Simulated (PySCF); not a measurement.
Spinor energies of Mn¹⁴⁺ (manganese, charge +14)

Start: [Ne] 3s1; 3s1/2 filled at m_j = +1/2. Calculated with PySCF 2.14 in an even-tempered Gaussian basis (19 s from 1.2 bohr⁻², ratio 2.4; 13 p from 1.5 bohr⁻², ratio 2.4; 5 d from 5.2 bohr⁻², ratio 2.6; 4 f from 7.9 bohr⁻², ratio 2.6): generalised Hartree-Fock with the X2C-1e Hamiltonian and a Gaussian nucleus; one run each with spin-orbit coupling (SO) switched off, then screened by Boettger's factors.

```csv
spinor shell,electrons,"ε, spin-free (eV)","ε, screened SO (eV)",weight of nominal j (screened SO),"rms radius, screened SO (bohr)"
1s1/2,2,-7038.9,-7038.9,1.000,0.0703
2s1/2,2,-1218.9,-1218.9,1.000,0.297
2p1/2,2,-1095.2,-1102.7,0.996,0.266
3s1/2,1,-434.61,-434.61,1.000,0.761
```

Task: Where does 2p3/2 lie, and what is the 2p spin-orbit splitting (screened SO)?

Result: At -1091.6 eV, 11.100 eV above 2p1/2.

```
   quantity    spin-free  screened SO
E (hartree)  -1069.67743  -1069.69193
        M_J          1/2          1/2
       ⟨J²⟩        0.750        0.750
       ⟨L²⟩        0.000        0.000
       ⟨S²⟩        0.750        0.750
```

Each row is a mean over spinors that exchange with the open shell spreads, by up to 3.533 eV (2s1/2).

Without spin-orbit coupling the j labels of p, d and f shells carry no meaning; the spin-free column gives the mean over the occupied spinors of each nl shell.
